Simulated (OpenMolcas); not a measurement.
**How methods differ on C2F6 (hexafluoroethane)**

C2F6 has 8 atoms, charge 0, and is taken as a singlet. SMILES: `FC(F)(F)C(F)(F)F`. The shape is that of a PBE0-D4/def2-TZVP optimisation.

```xyz
8

F     1.0656   -0.7673    1.1520
C     0.6626   -0.3973   -0.0549
F     1.5961    0.3613   -0.6109
F     0.4786   -1.4766   -0.8012
C    -0.6627    0.3973    0.0549
F    -0.4770    1.4797    0.7964
F    -1.0687    0.7622   -1.1525
F    -1.5945   -0.3593    0.6163
```

Quantity: the energy change with the C2–F4 bond stretched from 1.325 to 1.988 Å, in eV. The values are calculated.

| level | kind | program | value (eV) | CPU time (all runs) |
| --- | --- | --- | --- | --- |
| HF/6-31G* (spherical functions) (restricted) | Hartree–Fock | OpenMolcas | 4.05 | 49 s |
| SVWN5/6-31G* (spherical functions) (restricted) | LDA | OpenMolcas | 3.01 | 94 s |
| BLYP/6-31G* (spherical functions) (restricted) | GGA | OpenMolcas | 2.34 | 2.1 min |
| TPSS/6-31G* (spherical functions) (restricted) | meta-GGA | OpenMolcas | 2.54 | 2.8 min |
| BHLYP/6-31G* (spherical functions) (restricted) | global hybrid | OpenMolcas | 3.52 | 1.9 min |
| PBE0/6-31G* (spherical functions) (restricted) | global hybrid | OpenMolcas | 3.13 | 2 min |
| B2PLYP/6-31G* (spherical functions) (restricted) | double hybrid | OpenMolcas | 2.94 | 100 s |
| MP2/6-31G* (spherical functions) (restricted) | perturbation theory | OpenMolcas | 3.00 | 42 s |

The first shape isn't each level's own minimum. The values span 2.34 to 4.05 eV. Times are those of the runs behind each value, whatever else they computed, on shared processors of several kinds: orders of magnitude only.
